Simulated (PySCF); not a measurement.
Species: C4H10BNO2.
SMILES with atom numbers: `[NH2:1][CH2:2][CH:3]1[CH2:4][O:5][BH:6][O:7][CH2:8]1` (hydrogens: H9, H10 on N1; H11, H12 on C2; H13 on C3; H14, H15 on C4; H16 on B6; H17, H18 on C8)

Cartesian coordinates in Å at the GFN2-xTB level; atoms count from 1:
```
atom  x, y, z in Å
N1    -2.2291    1.0766    0.3118
C2    -1.5851   -0.1734   -0.0563
C3    -0.0991    0.0565   -0.3316
C4     0.6140   -1.2366   -0.7370
O5     2.0024   -1.0384   -0.8990
B6     2.6251   -0.0566   -0.2059
O7     2.0082    0.7683    0.6653
C8     0.6192    0.6313    0.8925
H9    -2.1796    1.7381   -0.4560
H10   -3.2082    0.9215    0.5238
H11   -2.0360   -0.6532   -0.9429
H12   -1.6959   -0.8605    0.7877
H13    0.0123    0.7746   -1.1528
H14    0.4534   -2.0088    0.0274
H15    0.2298   -1.6116   -1.6926
H16    3.7714    0.0832   -0.3783
H17    0.4655   -0.0259    1.7578
H18    0.2230    1.6213    1.1343
```

Closed-shell single points with PySCF (density fitting; grid level 2 and gas phase unless stated) on one GFN2-xTB geometry.

**Question.** Rank these settings by the number of (spherical) basis functions, lowest first.
A. B97-2/6-31G*
B. BHandHLYP/3-21G, fitting basis def2-universal-jkfit, level shift 0.1 Eh
C. PBE0/MINI

**Answer.** C (50), B (92), A (132).

**Question.** Rank these settings by the LUMO energy, lowest first.
A. PBE0/MINI
B. B3LYP/STO-3G, start guess vsap
C. B97-2/6-31G*
D. BHandHLYP/3-21G, fitting basis def2-universal-jkfit, level shift 0.1 Eh

**Answer.** A (0.02 eV), C (1.62 eV), D (2.76 eV), B (4.71 eV).

All figures of these runs:

```tsv
settings	basis functions	SCF cycles	E (Eh)	HOMO (eV)	LUMO (eV)	dipole (D)
PBE0/MINI	50	12	-385.1676	-7.70	0.02	4.79
BHandHLYP/3-21G, fitting basis def2-universal-jkfit, level shift 0.1 Eh	92	11	-386.2208	-8.09	2.76	4.83
B97-2/6-31G*	132	14	-388.4269	-6.64	1.62	4.08
B3LYP/STO-3G, start guess vsap	50	10	-383.5768	-3.93	4.71	3.84
```

Cycle counts include a coarse-grid stage where the run had one. All basis functions are spherical, in the Pople sets too.

One conformer stands for the species.
